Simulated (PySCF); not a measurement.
WF₆, SMILES [F][W]([F])([F])([F])([F])[F], multiplicity 1. Geometry: PBE-D3(BJ)/def2-SVP. The spin state was assumed, not searched. The isomer is the one that the SMILES or the coordinates give; other isomers of the formula were not compared. The def2 effective core potentials stand for the cores of W; spin–orbit coupling is left out.

Computed equilibrium geometry at PBE-D3(BJ)/def2-SVP (PySCF confirms it by a frequency run) as Cartesian coordinates in Å, and its point group:
point group Oh.
```xyz
7

W      0.0000     0.0000     0.0000
F      0.0000     1.8613     0.0000
F      0.0000    -1.8613     0.0000
F      0.0000     0.0000    -1.8613
F      1.8613     0.0000     0.0000
F     -1.8613     0.0000     0.0000
F      0.0000     0.0000     1.8613
```
Charge 0, spin multiplicity 1.
